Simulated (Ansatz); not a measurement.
Born–Oppenheimer molecular dynamics of GeH3NS (6 atoms, charge 0, multiplicity 1). It goes on from the last frame of an earlier run, with new velocities.

Theory: RKS PBE-D4/def2-SVP in Ansatz.

```
ensemble        : NVT, Langevin thermostat
time step       : 0.5 fs
steps asked     : 150
set temperature : 300 K
friction        : 0.05 /fs
seed            : 936333
```

First frame:

```xyz
6
Properties=species:S:1:pos:R:3
N -0.699 0.107 -1.040
Ge 0.439 -1.101 -0.260
S 0.799 0.360 1.534
H -0.794 1.103 -0.673
H -0.870 -0.058 -2.082
H 1.455 -0.520 2.146
```

(1) How far do the bonds stretch over the last three quarters of this one trajectory? (Pairs bonded in most of those frames.)

## Answers

(1) 
```tsv
bond	mean (Å)	spread (Å)	shortest	longest
N1–Ge2	1.857	0.033	1.81	1.92
N1–H4	1.030	0.030	0.97	1.09
N1–H5	1.031	0.038	0.95	1.10
Ge2–S3	2.330	0.028	2.25	2.35
S3–H6	1.368	0.036	1.30	1.45
```

Mean temperature of the second half: 378 K. The mean temperature of the second half is 26 % above the set value. A run of 0.075 ps of so small a system gives no equilibrium averages.

Run time: 3.2 min on 1 thread of Arm Neoverse V1, with other jobs on the host, peak memory 0.11 GiB.
